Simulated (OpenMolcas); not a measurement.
# Al+: CASPT2 settings compared

```yaml
Program: OpenMolcas
Basis: ANO-RCC-VDZP [4s3p1d]
Scalar_Hamiltonian: DKH4, point nucleus
Active_space: 2 electrons in 8 orbitals (3s 3p 4s 4p)
State_averaging: 2S+1 = 3 even, 3 roots (0 in the spin-orbit step); 2S+1 = 1 even, 1 root kept (CI in the orbitals of an earlier block); 2S+1 = 3 odd, 3 roots; 2S+1 = 1 odd, 3 roots kept (CI in the orbitals of an earlier block, 0 in the spin-orbit step)
Spin-orbit_coupling: RASSI with atomic mean-field integrals over the reference wave functions, term energies averaged over their components
```

Methods on the same reference wave functions:
A. CASSCF
B. SS-CASPT2, IPEA 0.1 Eh, imaginary shift 0.1 Eh (closed shells correlated: 2s 2p)
C. SS-CASPT2, IPEA 0 Eh, sigma1 regulariser 0.15 Eh (closed shells correlated: 2s 2p)
D. XMS-CASPT2, IPEA 0.75 Eh, no level shift (closed shells correlated: 2s 2p)

Energies in cm⁻¹ above 3s² ¹S₀, the measured ground level; measured values from NIST Handbook of Basic Atomic Spectroscopic Data.

```tsv
Level	A	B	C	D	Measured
3s² ¹S₀	0.0	0.0	0.0	0.0	0.0
3s 3p ³P°₀	37078	36482	36464	36442	37393
3s 3p ³P°₁	37130	36534	36515	36493	37454
3s 3p ³P°₂	37233	36637	36618	36597	37578
```

Deviations, from unrounded energies. A percentage is the sum of absolute deviations over the sum of measured energies, with the sign that they share, or ± where signs differ.

```tsv
Against measurement	Levels	A	B	C	D
mean absolute deviation (cm-1)	3	330	920	940	960
other configurations (%)	3	-0.9	-2.5	-2.5	-2.6
```

A lies closest to measurement on these levels and D furthest from it. The largest miss of A in the table is 3s 3p ³P°₂, by -340 cm-1. The ranking rests on the paired levels alone, and a cruder setting can come out closer through cancelling errors.

Among B to D the level of the table that moves most is 3s 3p ³P°₀, by 40 cm-1 (lowest in D, highest in B).

The lowest spin-free term lies below A's lowest term by 0.035 hartree in B, 0.035 hartree in C, 0.034 hartree in D.

Terms from blocks run as CI alone lack orbitals of their own. Active for correlation alone: 4p 4s; no level in the range computed is led by a configuration that fills them, so any true level of that kind is missing. Without dynamic correlation excited terms often stand tens of per cent too high (terms of higher spin than the ground term too low), and those without a measured partner can miss by more than the paired ones (holds for A). Measured partners are found by configuration, term and J. A level has none where our copy of the source lacks it or the pairing is in doubt (some pairs that miss far off the trend of their configuration count as doubtful), and it then counts in no deviation. Levels of configurations outside the active space are missing.

° marks odd parity.
